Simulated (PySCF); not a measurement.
Cl₂H₄OSi₂, SMILES Cl[SiH](Cl)O[SiH3]. Atoms are numbered in the order given.

```xyz
9

Si    -2.3083    -0.5199     0.4645
O     -0.8177     0.0392     1.0386
Si     0.6789     0.3707     0.4305
Cl     0.4946     1.5485    -1.2632
Cl     1.6282    -1.3875    -0.1034
H     -2.0971    -1.4254    -0.7158
H     -3.1574     0.6513     0.0656
H     -2.9600    -1.2707     1.5854
H      1.4799     1.0822     1.4594
```
Charge 0, spin multiplicity 1.

Geometry: PBE-D3(BJ)/def2-SVP. The values are those of a single conformer.

Computed with PySCF with PBE-D3(BJ)/def2-SVP.

Frequencies are harmonic and unscaled.

```
mode  ν (cm⁻¹)  IR (km/mol)  moving atoms (share of kinetic energy)
----  --------  -----------  --------------------------------------
1           26          0.6        Cl 42 %, Si 32 %, O 14 %, H 12 %
2           37          0.1                                  H 96 %
3           72          1.8        Si 43 %, Cl 27 %, O 16 %, H 14 %
4          173          1.8                Cl 74 %, Si 14 %, O 10 %
5          242          5.9                         O 59 %, Cl 29 %
6          310         19.0                O 36 %, Si 34 %, Cl 24 %
7          490         30.8                        Si 50 %, Cl 44 %
8          577        113.5                        Si 56 %, Cl 36 %
9          620          7.9                 Si 57 %, H 26 %, O 12 %
10         696         44.7                          H 83 %, Si 9 %
11         704         38.2                  H 81 %, Si 10 %, O 9 %
12         784        152.3                         H 88 %, Si 10 %
13         808        214.9                         H 80 %, Si 15 %
14         912         70.3                                  H 96 %
15         916         64.1                                  H 96 %
16         943        393.0                         H 79 %, Si 15 %
17        1055        326.2                 O 71 %, Si 18 %, H 11 %
18        2177         60.4                                  H 98 %
19        2189        106.1                                  H 96 %
20        2202        107.8                                  H 96 %
21        2258         78.4                                  H 97 %
```
